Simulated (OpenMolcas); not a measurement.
A calculation on Ni³⁺.

```json
{
  "Program": "OpenMolcas",
  "Method": "CASSCF",
  "Basis": "ANO-RCC-VTZP [6s5p3d2f1g]",
  "Scalar Hamiltonian": "DKH2, point nucleus",
  "Active space": "7 electrons in 5 orbitals (3d)",
  "State averaging": "2S+1 = 4 even, 10 roots; 2S+1 = 2 even, 40 roots kept (CI in the orbitals of an earlier block)",
  "Spin-orbit coupling": "state interaction with AMFI integrals over the reference wave functions, term energies averaged over their components"
}
```

(1) Which level of the active space comes out lowest?

(2) How high does 3d7 2G 7/2 lie?

(3) How high does 3d7 2P 1/2 lie?

(4) How high does 3d7 4F 5/2 lie?

(5) The level at 29526 cm-1 has J = 3/2. What is it made of, and what is its g factor?

Measured values: Corliss and Sugar, J. Phys. Chem. Ref. Data 10, 197 (1981).

## Answers

(1) 3d7 4F 9/2, with 100 % of that term; it is also the measured ground level.

(2) 23472 cm-1 above the lowest level; measured 20948 cm-1 above the ground level, so the calculation is off by +12 %.

(3) 30693 cm-1 above the lowest level; measured 24651 cm-1 above the ground level, so the calculation is off by +25 %.

(4) 1985 cm-1 above the lowest level; measured 2042 cm-1 above the ground level, so the calculation is off by -3 %.

(5) 83 % 3d7 2P 3/2, 14 % 3d7 2D(1), 4 % 3d7 4P; g = 1.275, against 1.334 from Landé's formula for the pure leading term.

Without dynamic correlation excited terms often stand tens of per cent too high (terms of higher spin than the ground term too low), and those without a measured partner can miss by more than the paired ones. Terms from blocks run as CI alone lack orbitals of their own. Computed and measured levels are paired by configuration, term and J; levels that our copy of the source lacks, or whose pairing is in doubt (as where it misses far off the trend of its configuration), stay unpaired and out of the deviations. Only configurations of the active space appear.

A number in round brackets counts repeated terms of one configuration in the order of the reference energies.
